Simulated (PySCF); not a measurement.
Compound: C2H6BNO.
SMILES: `CB(C)N=O`

The closed-shell ground state was solved at several levels (PySCF, density fitting, gas phase, non-relativistic). Geometry: GFN2-xTB; no solvent, vibrations or thermal averaging.

```
        level  basis functions  total energy (Eh)  HOMO (eV)  LUMO (eV)  gap (eV)  dipole (D)
PBE0/pcSseg-1              115          -234.2906      -6.62      -2.90      3.72        1.53
  B3LYP/pcJ-1              195          -234.6120      -6.38      -3.15      3.23        1.53
```

Problem. Estimate the row for CAM-B3LYP/def2-SVPD, a basis of 151 functions; the other rows only guide the guess.

Solution. Total energy -234.3116 Eh, HOMO -8.19 eV, LUMO -1.80 eV, gap 6.39 eV, dipole 1.63 D.

Problem. Over all these levels, which gives the widest orbital gap and which the narrowest?

Solution. CAM-B3LYP/def2-SVPD (range-separated hybrid) has the widest, 6.39 eV, and B3LYP/pcJ-1 (global hybrid, 20 % exact exchange) the narrowest, 3.23 eV. Functional and basis both differ between the two, so the spread mixes both effects.

Problem. How far do the dipole and the HOMO energy spread over the levels?

Solution. The dipole runs from 1.53 to 1.63 D (mean 1.56 D) and the HOMO from -8.19 to -6.38 eV.
